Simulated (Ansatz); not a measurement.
Basis-set series for BFH₈Si₃, SMILES `B[SiH](F)[SiH2][SiH3]`. Total charge 0; spin multiplicity 1. The structure was optimised at the PBE0-D4/def2-TZVP level. It is one conformer, not always the lowest.

```json
{"functional": "PBE0-D4", "basis": "def2-SVP", "functions": "122", "energy (Eh)": "-997.11574", "HOMO (eV)": "-7.83", "LUMO (eV)": "-2.69"}
{"functional": "PBE0-D4", "basis": "def2-TZVPP", "functions": "300", "energy (Eh)": "-997.58058", "HOMO (eV)": "-7.81", "LUMO (eV)": "-2.71"}
{"functional": "ωB97M-V", "basis": "def2-SVP", "functions": "122", "energy (Eh)": "-997.47538", "HOMO (eV)": "-9.76", "LUMO (eV)": "-0.69"}
{"functional": "ωB97M-V", "basis": "def2-TZVPP", "functions": "300", "energy (Eh)": "-997.94821", "HOMO (eV)": "-9.78", "LUMO (eV)": "-0.79"}
```

Task: Give the rows for def2-QZVPP. (Best estimate.)

Result: Ansatz gave: 
```
functional       basis  functions  energy (Eh)  HOMO (eV)  LUMO (eV)
   PBE0-D4  def2-QZVPP        564   -997.61717      -7.81      -2.72
   ωB97M-V  def2-QZVPP        564   -997.98270      -9.78      -0.82
```
